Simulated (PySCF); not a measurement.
SMILES [NH2][InH][Br] at its CAM-B3LYP/def2-SVP optimised geometry (Å):

```
6

In     0.2842     0.1779     0.0000
H      1.9833     0.1779     0.0000
Br    -0.9563     2.3427     0.0000
N     -0.9764    -1.3679    -0.0054
H     -0.7011    -2.3427     0.0036
H     -1.9833    -1.2524     0.0016
```

Calculation: CAM-B3LYP/def2-TZVP, def2 effective core potentials past Kr (PySCF 2.14.0). The core electrons that the potentials of In replace are not part of the density. Cells within 0.4 Å of a nucleus heavier than hydrogen are left out (blank, or x).

Map of the log10 of the electron density (e/bohr³), floored at −4 on the plane z = 0.0 Å:

```
|00000000112222110000000000000|
|00000011233333221000000000000|
|00000122344444332100000000000|
|00001123455555443210000000000|
|00001234566666543210000000000|
|00001245677877654321000000000|
|00012345679xx7654321000000000|
|0001234567xxx7654322100000000|
|00012345678987654332211000000|
|00001234567776655443322110000|
|00001234556666665544433210000|
|00001223445566777655544321000|
|00000122344567998766655421000|
|00000112334568xxx866765432000|
|00000122344568xx9866765432000|
|00001233455667998766654321000|
|00001245566776776655544321000|
|00002346777877655544433210000|
|0001235687xxx7654433322110000|
|0000234677xx87543322211000000|
|00001245567776543211100000000|
|00001234456776532100000000000|
|00000122345676432100000000000|
|00000012234554321000000000000|
|00000001123333220000000000000|
|00000000012222100000000000000|
|00000000000110000000000000000|
|00000000000000000000000000000|
|00000000000000000000000000000|
```
Scale: ten equal steps from -4.00 (start of '0') to 0.469 (end of '9'), in the order '0123456789'; x runs from -4.50 to 4.50, y from -4.50 (bottom) to 4.50 (top).
